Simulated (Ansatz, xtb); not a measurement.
C5H2ClNS: which of two isomers lies lower

Structure a: `N#Cc1cscc1Cl`, a singlet. Structure b: `N#Cc1ccc(Cl)s1`, a singlet. Both are isolated molecules in the gas phase, relaxed with PBE0-D3(BJ)/def2-SVP.

Energies in hartree; the thermal terms are from GFN2-xTB frequencies at re-optimised GFN2-xTB minima (ideal gas, soft modes damped towards free rotors, one conformer each, 298.15 K, 1 atm) and include the zero-point energy:

```
                               a            b
E, CCSD(T)/def2-SVP  −1102.627927  −1102.624434
    E, MP2/def2-SVP  −1102.547153  −1102.543851
  E, MP2/def2-TZVPP  −1103.384964  −1103.381196
  zero-point energy      0.054325      0.054373
       H(298 K) − E      0.062497      0.062590
       G(298 K) − E      0.021699      0.021735
```

Question: Correct the CCSD(T) difference for the basis set by the MP2 change, then work out ΔE, ΔE₀, ΔH and ΔG for a → b in kJ/mol (1 Eh = 2625.50 kJ/mol) and the equilibrium ratio [b]/[a].

Answer: 1. Differences b − a: CCSD(T) +0.003493, MP2 in the small set +0.003302, MP2 in the large set +0.003768 Eh.
2. ΔE = +0.003493 + (+0.003768 − (+0.003302)) = +0.003959 Eh = +10.39 kJ/mol.
3. ΔE₀ = ΔE + ΔZPE = +0.003959 + (+0.000048) Eh = +10.52 kJ/mol.
4. ΔH = ΔE + (+0.000093) Eh = +10.64 kJ/mol.
5. ΔG = ΔE + (+0.000036) Eh = +10.49 kJ/mol, so ΔS = (ΔH − ΔG)/T = +0.5 J/(mol K).
6. kT = 0.9442 mEh, so K = [b]/[a] = exp(−ΔG/kT) = exp(−4.23) ≈ 0.015.

Structure a is favoured at this temperature. An error of 4 kJ/mol in ΔG would change K by a factor of 5. Mirror images and further conformers aren't counted.

As drawn, both hold the same kinds of bond in the same numbers.

Other levels gave ΔE = +6.1 (GFN2-xTB); +5.5 (HF/STO-3G, GFN2-xTB geometries); +3.7 (r2SCAN-D4/def2-SVP, GFN2-xTB geometries); +5.6 (PBE0-D3(BJ)/def2-SVP); +10.5 (HF/def2-SVP); +8.7 (MP2/def2-SVP); +9.2 (CCSD(T)/def2-SVP) kJ/mol. The correlated steps freeze 16 core orbitals. Programs: Ansatz 0.2.0, xtb 6.7.1.
